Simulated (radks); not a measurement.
All-electron atom: As4+ in [Ar] 3d10 4s1.

Method: scalar-relativistic Kohn-Sham, PBE, spin-polarised, spherical densities, point nucleus; open shells are filled with parallel spins first; computed with a radial shooting solver on a logarithmic mesh with Libxc functionals.

Energy parts (eV):
| part | energy |
|---|---|
| total | -61414.674 |
| kinetic | 62601.085 |
| electron-nucleus | -146573.176 |
| Hartree | 24797.871 |
| exchange-correlation | -2240.454 |

Orbitals (lengths in bohr, moments of r in powers of bohr):
orbital  occ.  eigenvalue (eV)       <r^4>
1s up       1        -11771.11  0.00001999
1s down     1        -11771.01  0.00001999
2s up       1        -1537.373    0.004069
2s down     1        -1537.320    0.004069
2p up       3        -1354.371    0.002971
2p down     3        -1354.310    0.002971
3s up       1        -240.6358      0.2717
3s down     1        -240.4693      0.2703
3p up       3        -183.9868      0.3409
3p down     3        -183.7872      0.3377
3d up       5         -90.7295      0.6958
3d down     5         -90.4142      0.6719
4s up       1         -57.7663       14.83
4s down     0         -56.0095       14.57
4p up       0         -45.2984       24.83
4p down     0         -43.4593       24.42
5s up       0         -25.0980       245.1

The highest occupied level is 4s up at -57.766 eV. For comparison, the ionisation energy in NIST's Atomic Spectra Database is 62.8 eV (measured). In exact Kohn-Sham theory the highest level is minus the ionisation energy, but local and semilocal functionals leave it too shallow, through self-interaction and a potential that decays too fast; potentials with the right tail come closer. Spin moment in Bohr magnetons: 1. Summed over all electrons, <r^2> = 12.54 bohr^2, which gives a Langevin (diamagnetic) susceptibility term of -9.93 x 10^-6 cm^3/mol. The density falls to 0.001 e/bohr^3 at r = 2.83 bohr.
